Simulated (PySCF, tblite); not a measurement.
C7H8ClP.
InChI=1S/C7H8ClP/c1-5-3-4-7(8)6(2)9-5/h3-4H,1-2H3

Method: PBE0/pcSseg-1 in PySCF (dipole) on a GFN2-xTB geometry, gas phase.

Masses are those of the commonest isotopes; rigid-rotor values at the optimised geometry. 

Problem. Give the principal moments of inertia and the rotational constants in MHz.

Solution. Ia = 219.20, Ib = 603.52, Ic = 816.47 u·Å²; 505379 MHz·u·Å²/I gives A = 2306, B = 837.4, C = 619.0 MHz.

Problem. What kind of rotor is it?

Solution. An asymmetric top: κ = (2 × 837.4 − 2306 − 619.0)/(2306 − 619.0) = -0.74.

Problem. What does the inertial defect say?

Solution. Not planar: Δ = Ic − Ia − Ib = -6.24 u·Å². For a rigid frame Δ = −2 Σ m c², so Σ m c² = 3.12 u·Å² lies off the ab plane, practically all of it from hydrogen. The atom farthest from that plane is 0.88 Å away.

Problem. Give the coordinates in the principal-axis frame, origin at the centre of mass.

Solution. The sense of each axis is arbitrary; atoms in the order of the calculation.
```
atom  mass (u)   a (Å)   b (Å)   c (Å)
  C1    12.000  -3.466   0.526   0.000
  C2    12.000  -1.968   0.403   0.000
  C3    12.000  -1.197   1.551   0.000
  C4    12.000   0.186   1.559   0.000
  C5    12.000   0.937   0.393   0.000
 Cl6    34.969   2.670   0.578   0.000
  C7    12.000   0.416  -0.887   0.000
  C8    12.000   1.328  -2.077   0.001
  P9    30.974  -1.301  -1.208   0.000
 H10     1.008  -3.804   1.075  -0.879
 H11     1.008  -3.934  -0.456  -0.003
 H12     1.008  -3.804   1.070   0.882
 H13     1.008  -1.707   2.506   0.001
 H14     1.008   0.706   2.505   0.001
 H15     1.008   0.751  -2.999  -0.001
 H16     1.008   1.969  -2.064   0.882
 H17     1.008   1.974  -2.063  -0.876
```

Problem. Which lines would a microwave search look for?

Solution. The dipole components are |μa| = 1.13 D, |μb| = 0.92 D, |μc| = 0.00 D; the mirror of this Cs structure is the ab plane, so μc vanishes by symmetry and there are no c-type lines. Intensities carry the squares of the components, which stand as 1.00 : 0.67 (a : b). Some lines, for components of 0.1 D or more:

```json
{"type": "a", "branch": "R", "J(Ka,Kc)": "2(1,2) ← 1(1,1)", "MHz": "2694", "lower level (cm⁻¹)": "0.098"}
{"type": "a", "branch": "R", "J(Ka,Kc)": "2(1,1) ← 1(1,0)", "MHz": "3131", "lower level (cm⁻¹)": "0.105"}
{"type": "b", "branch": "R", "J(Ka,Kc)": "5(1,4) ← 4(2,3)", "MHz": "4025", "lower level (cm⁻¹)": "0.696"}
{"type": "b", "branch": "Q", "J(Ka,Kc)": "3(2,1) ← 3(1,2)", "MHz": "4203", "lower level (cm⁻¹)": "0.365"}
{"type": "a", "branch": "R", "J(Ka,Kc)": "3(2,1) ← 2(2,0)", "MHz": "4458", "lower level (cm⁻¹)": "0.357"}
{"type": "b", "branch": "R", "J(Ka,Kc)": "4(1,4) ← 3(0,3)", "MHz": "6368", "lower level (cm⁻¹)": "0.288"}
{"type": "a", "branch": "R", "J(Ka,Kc)": "5(4,2) ← 4(4,1)", "MHz": "7332", "lower level (cm⁻¹)": "1.328"}
{"type": "a", "branch": "R", "J(Ka,Kc)": "5(3,2) ← 4(3,1)", "MHz": "7375", "lower level (cm⁻¹)": "0.962"}
{"type": "a", "branch": "R", "J(Ka,Kc)": "5(1,4) ← 4(1,3)", "MHz": "7713", "lower level (cm⁻¹)": "0.573"}
{"type": "b", "branch": "R", "J(Ka,Kc)": "2(2,0) ← 1(1,1)", "MHz": "7777", "lower level (cm⁻¹)": "0.098"}
{"type": "b", "branch": "Q", "J(Ka,Kc)": "3(3,0) ← 3(2,1)", "MHz": "7791", "lower level (cm⁻¹)": "0.506"}
{"type": "b", "branch": "R", "J(Ka,Kc)": "3(2,2) ← 2(1,1)", "MHz": "8774", "lower level (cm⁻¹)": "0.209"}
{"type": "b", "branch": "R", "J(Ka,Kc)": "4(3,2) ← 3(2,1)", "MHz": "13656", "lower level (cm⁻¹)": "0.506"}
{"type": "b", "branch": "R", "J(Ka,Kc)": "4(4,0) ← 3(3,1)", "MHz": "16872", "lower level (cm⁻¹)": "0.765"}
{"type": "b", "branch": "R", "J(Ka,Kc)": "5(5,0) ← 4(4,1)", "MHz": "21482", "lower level (cm⁻¹)": "1.328"}
```

Problem. Estimate the classical rotational partition function at 100 K, 298.15 K and 500 K.

Solution. Point group Cs, symmetry number σ = 1; q = (√π/σ)·√((kT/h)³/(ABC)), k/h = 20836.6 MHz/K: 154000 at 100 K, 794000 at 298.15 K, 1720000 at 500 K.

Its GFN2-xTB frequencies are all real (lowest 80 cm⁻¹). These are rigid-rotor constants of the computed structure; measured ground-state constants (B0) also hold zero-point vibration. A rigid rotor knows nothing of internal rotation, which can split or shift real lines. Quadrupole hyperfine structure (35Cl) is left out.
